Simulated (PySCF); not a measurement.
M06 on B- (boron, charge -1), [He] 2s2 2p2, high-spin 3P determinant. Calculation: PySCF 2.14, in aug-cc-pVQZ (6s5p4d3f2g, 80 functions); no relativity, point nucleus.

```
cycle= 1 E= -24.6530513096134  delta_E= -0.00624  |g|= 0.0141  |ddm|= 0.496
cycle= 2 E= -24.6532272185076  delta_E= -0.000176  |g|= 0.00506  |ddm|= 0.0849
cycle= 3 E= -24.6531963516348  delta_E= 3.09e-05  |g|= 0.00676  |ddm|= 0.0486
cycle= 4 E= -24.6532673442759  delta_E= -7.1e-05  |g|= 0.000751  |ddm|= 0.0286
cycle= 5 E= -24.6532684286599  delta_E= -1.08e-06  |g|= 0.000171  |ddm|= 0.00645
cycle= 6 E= -24.6532685039381  delta_E= -7.53e-08  |g|= 3.02e-05  |ddm|= 0.00167
cycle= 7 E= -24.6532685061192  delta_E= -2.18e-09  |g|= 2.38e-06  |ddm|= 0.000324
cycle= 8 E= -24.6532685061243  delta_E= -5.09e-12  |g|= 7.33e-07  |ddm|= 1.03e-05
converged SCF energy = -24.6532685061243  <S^2> = 2.0025214  2S+1 = 3.0016805
```

Highest occupied orbital energy: 1.259 eV; ⟨L²⟩ = 2.00; populations by l: s 4.00, p 2.00, d 0.00, f 0.00.

Problem. Can this result be used?

Solution. With care. Self-consistency was reached. At M06 the highest occupied level has a positive energy, so only the finite basis holds that electron; in a semilocal or global hybrid functional this comes from self-interaction and does not mean that the real anion is unbound.
